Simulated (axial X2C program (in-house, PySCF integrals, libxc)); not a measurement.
Worked dissociation energy of ZrP⁺: MP2, spin-free

All values were computed with an axial X2C code built on PySCF integrals. Spin-free means the one-electron spin-free X2C Hamiltonian. Basis: Zr dyall-cv3z [11s12p9d6f3g], P dyall-v3z [8s7p2d1f] (cores contracted in-house); Gaussian nuclei, density fitting, unrestricted open shells. Masses: Zr 89.905 u, P 30.974 u.

Molecular state: M_S = 0, Λ = 0 (closed shell).

Correlated methods: 8 electrons correlated (number of frozen shells: Zr 4 s, 3 p, 1 d; P 2 s, 1 p), 280 virtual spin orbitals or spinors in MP2.

```
E(Zr+) (2M_S = 3, M_L = 2) : -3596.046815 hartree
E(P) (2M_S = 3, M_L = 0)   : -341.621003 hartree
E(ZrP⁺) at Re              : -3937.805272 hartree
ωe                         : 491.6 cm⁻¹
ωexe                       : 1.36 cm⁻¹
```

Question: Work out De and D0.

Answer: De = -3596.046815 + (-341.621003) − (-3937.805272) = 0.13745 hartree = 3.740 eV. The zero-point energy is ωe/2 − ωexe/4 = 245 cm⁻¹ = 0.030 eV, so D0 = 3.710 eV.

Occupations by symmetry block were frozen at the best pattern of an incomplete PBE0 search. The closed shell is kept restricted, so the energy runs too high when the bond is stretched far. De is counted from the lowest determinant-based energies of the atoms at the same level, without counterpoise correction. The outer-core s and p shells of the metal are frozen in the correlated rows, which leaves out core–valence correlation; for alkali and alkaline-earth bonds that tends to lengthen them. With the outer-core shells frozen, correlated bond lengths of heavy atoms tend to come out a few hundredths of an ångström too long.

Each atomic determinant is the lowest at this level and need not be a pure term. Totals compare only within one Hamiltonian and basis.
